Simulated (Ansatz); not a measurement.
The inner images of a band of a periodic cell of 15 atoms, W (host W, host structure bcc, one W atom removed) are given out of order.

These are results of Ansatz 0.2.0, DFT PBEsol, scalar-relativistic, plane waves, PAW, not measurements. Settings: PAW set soft_1, cutoff 420 eV, k mesh 3x3x3, gaussian smearing 0.15 eV, no spin polarisation.

Initial state:

```xyz
15
Lattice="6.3200 0.0000 0.0000 0.0000 6.3200 0.0000 0.0000 0.0000 6.3200" Properties=species:S:1:pos:R:3
W 3.153 0.012 0.012
W -0.007 3.172 0.012
W -0.007 0.012 3.172
W 1.561 1.580 1.580
W 3.153 3.172 0.012
W 3.153 0.012 3.172
W 4.745 1.580 1.580
W -0.007 3.172 3.172
W 1.561 4.764 1.580
W 1.561 1.580 4.764
W 3.153 3.172 3.172
W 4.745 4.764 1.579
W 4.745 1.580 4.764
W 1.560 4.765 4.765
W 4.745 4.764 4.764
```

Final state:

Only the atoms that move by more than 0.05 Å are listed.
```
W4 0.012 0.012 0.012
```

Question: Put them in order from the first end to the last, with their energies above the first end.
A.
```xyz
15
Lattice="6.3200 0.0000 0.0000 0.0000 6.3200 0.0000 0.0000 0.0000 6.3200" Properties=species:S:1:pos:R:3
W 3.186 -0.021 -0.021
W -0.025 3.190 -0.022
W -0.024 -0.021 3.190
W 0.302 0.306 0.306
W 3.135 3.138 0.000
W 3.135 0.000 3.138
W 4.700 1.612 1.612
W -0.003 3.138 3.138
W 1.609 4.703 1.612
W 1.609 1.612 4.703
W 3.136 3.139 3.139
W 4.748 4.751 1.582
W 4.748 1.582 4.751
W 1.579 4.751 4.751
W 4.752 4.755 4.755
```
B.
```xyz
15
Lattice="6.3200 0.0000 0.0000 0.0000 6.3200 0.0000 0.0000 0.0000 6.3200" Properties=species:S:1:pos:R:3
W 3.181 -0.020 -0.020
W -0.036 3.198 -0.020
W -0.036 -0.020 3.198
W 1.328 1.345 1.344
W 3.142 3.158 0.006
W 3.142 0.007 3.158
W 4.703 1.607 1.607
W -0.009 3.158 3.157
W 1.591 4.720 1.606
W 1.591 1.606 4.720
W 3.139 3.155 3.155
W 4.752 4.769 1.587
W 4.752 1.587 4.769
W 1.571 4.768 4.767
W 4.758 4.773 4.773
```
C.
```xyz
15
Lattice="6.3200 0.0000 0.0000 0.0000 6.3200 0.0000 0.0000 0.0000 6.3200" Properties=species:S:1:pos:R:3
W 3.203 -0.027 -0.027
W -0.037 3.215 -0.028
W -0.038 -0.028 3.216
W 0.841 0.853 0.852
W 3.130 3.140 0.012
W 3.130 0.012 3.141
W 4.693 1.607 1.607
W 0.003 3.139 3.139
W 1.598 4.704 1.607
W 1.598 1.607 4.702
W 3.156 3.164 3.164
W 4.762 4.772 1.566
W 4.763 1.565 4.772
W 1.556 4.771 4.771
W 4.719 4.727 4.728
```
D.
```xyz
15
Lattice="6.3200 0.0000 0.0000 0.0000 6.3200 0.0000 0.0000 0.0000 6.3200" Properties=species:S:1:pos:R:3
W 3.203 -0.033 -0.033
W -0.046 3.218 -0.034
W -0.047 -0.034 3.218
W 1.083 1.098 1.097
W 3.141 3.154 0.003
W 3.140 0.003 3.154
W 4.701 1.607 1.607
W -0.009 3.153 3.153
W 1.594 4.714 1.606
W 1.594 1.606 4.713
W 3.134 3.147 3.147
W 4.759 4.772 1.585
W 4.759 1.585 4.772
W 1.573 4.771 4.770
W 4.744 4.756 4.756
```
E.
```xyz
15
Lattice="6.3200 0.0000 0.0000 0.0000 6.3200 0.0000 0.0000 0.0000 6.3200" Properties=species:S:1:pos:R:3
W 3.182 -0.025 -0.025
W -0.031 3.188 -0.025
W -0.031 -0.025 3.188
W 0.603 0.610 0.609
W 3.120 3.126 0.013
W 3.120 0.013 3.126
W 4.671 1.613 1.613
W 0.007 3.126 3.126
W 1.606 4.678 1.612
W 1.606 1.613 4.678
W 3.164 3.170 3.170
W 4.745 4.752 1.582
W 4.746 1.582 4.752
W 1.575 4.752 4.752
W 4.749 4.755 4.755
```

Answer: B (+0.51 eV), D (+1.41 eV), C (+1.52 eV), E (+1.55 eV), A (+0.76 eV).

Run time: 15 min on 4 threads of Arm Neoverse V2, on a shared host, peak memory 2.9 GiB.
